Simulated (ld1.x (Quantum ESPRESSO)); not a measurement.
## Pseudopotential generation for Sc (Z = 21): TM, PBE, scalar-relativistic.

```
Element                 : Sc
Generator               : ld1.x (Quantum ESPRESSO) 7.5
Type                    : norm-conserving Troullier–Martins (Kleinman–Bylander form)
Functional              : PBE
Relativity              : scalar-relativistic
Frozen core             : [Ne]
Valence charge          : 11
Reference configuration : 3s2 3p6 3d1 4s1.5 4p0 (charge +0.5)
Partial waves           : 3s (bound): rc 1.75 bohr; 3p (bound): rc 1.70 bohr; 3d (bound): rc 1.70 bohr
Local potential         : all-electron potential smoothed inside 1.50 bohr (lloc = -1)
Core correction         : a·sin(br)/r model core, default radius (core density twice the valence density)
```

Occupied shells without a wave of their own: 4s. They enter only through the test configuration that unscreens the potential, and ld1.x also counts them in the model core charge.

- Cutoffs needed: 55 Ry and 70 Ry (the cutoffs (Ry, on a coarse ladder) from which the occupation-weighted sum of valence levels, in a spherical-Bessel basis at the reference potential, stays within 10 and 1 mRy of its value at 400 Ry)
- Ghost test: no extra level below or beside the all-electron valence levels (s, p, d, f tested) (spherical-Bessel basis up to 400 Ry, 20 bohr box)
- Largest excitation error: -769 meV (all-electron minus pseudo) for 3s2 3p6 3d1 4s0 4p0, out of 7 test configurations

ld1.x takes every shell without a wave as core, so the model core holds the 4s electrons as well and exchange and correlation see them twice. This cancels in the reference configuration, but the file is broken for other ones, and its errors say nothing about a proper core correction.
